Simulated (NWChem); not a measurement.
System: C3H6Cl cation

Input file for NWChem:

```
start job
memory heap 200 mb stack 900 mb global 1100 mb
charge 1
geometry units angstroms noautosym nocenter noautoz
  C     -1.272605     1.068090    -0.062989
  C      0.001935     0.356753     0.039556
  C      1.297295     1.034111    -0.025238
  Cl    -0.022903    -1.300024     0.239179
  H     -1.514306     1.403828     0.981427
  H     -1.171628     2.002918    -0.651745
  H     -2.114255     0.433801    -0.398359
  H      1.545084     1.104918    -1.118640
  H      2.121021     0.473025     0.454166
  H      1.226090     2.084574     0.324319
end
basis spherical
  C library def2-svp
  Cl library def2-svp
  H library def2-svp
end
dft
  xc b3lyp
  iterations 150
end
property
  response 1 0.0773
end
task dft property
```

Coordinates come from a PBE-D3(BJ)/def2-SVP optimisation.

Field at 589 nm.

Problem. What results follow from this input? (B3LYP/def2-SVP.) Quantities: isotropic polarisability (bohr³); anisotropy (bohr³).

Solution. 
```yaml
isotropic polarisability (bohr³): 43.4
anisotropy (bohr³): 23.2
```
